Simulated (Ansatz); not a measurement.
`[F][Al]([F])[O][SiH3]` and `[F][Al]([F])[S][AlH2]` differ in one atom or group.

Ansatz, PBE0-D4/def2-TZVP geometries, multiplicity 1. Each molecule was computed in one conformer, which needn't be the lowest.

```csv
property,`[F][Al]([F])[O][SiH3]`
size of the dipole moment (PBE/def2-TZVPP) / D,1.19
LUMO energy (PBE/def2-TZVPP) / eV,-2.12
HOMO energy (ωB97M-V/def2-TZVPP) / eV,-11.45
LUMO energy (B3LYP/def2-TZVPP) / eV,-1.57
size of the dipole moment (B3LYP/def2-TZVPP) / D,1.28
HOMO–LUMO gap (ωB97M-V/def2-TZVPP) / eV,11.83
```

Q: Give the same properties after the change, and the shifts. (Estimate.)

A: Ansatz gave: 
```json
{"property": "size of the dipole moment (PBE/def2-TZVPP) / D", "`[F][Al]([F])[S][AlH2]`": "1.06", "shift": "-0.13"}
{"property": "LUMO energy (PBE/def2-TZVPP) / eV", "`[F][Al]([F])[S][AlH2]`": "-2.50", "shift": "-0.38"}
{"property": "HOMO energy (ωB97M-V/def2-TZVPP) / eV", "`[F][Al]([F])[S][AlH2]`": "-9.94", "shift": "1.51"}
{"property": "LUMO energy (B3LYP/def2-TZVPP) / eV", "`[F][Al]([F])[S][AlH2]`": "-1.95", "shift": "-0.38"}
{"property": "size of the dipole moment (B3LYP/def2-TZVPP) / D", "`[F][Al]([F])[S][AlH2]`": "1.06", "shift": "-0.22"}
{"property": "HOMO–LUMO gap (ωB97M-V/def2-TZVPP) / eV", "`[F][Al]([F])[S][AlH2]`": "9.95", "shift": "-1.88"}
```

With PBE0 the HOMO rises by 1.33 eV and the LUMO falls by 0.42 eV, so the gap narrows by about 1.75 eV. PBE moves the HOMO by 1.05 eV and ωB97M-V by 1.51 eV. Dipoles are sizes alone; their direction can turn.

B3LYP here is the variant with VWN-RPA as its local correlation; programs differ in this.
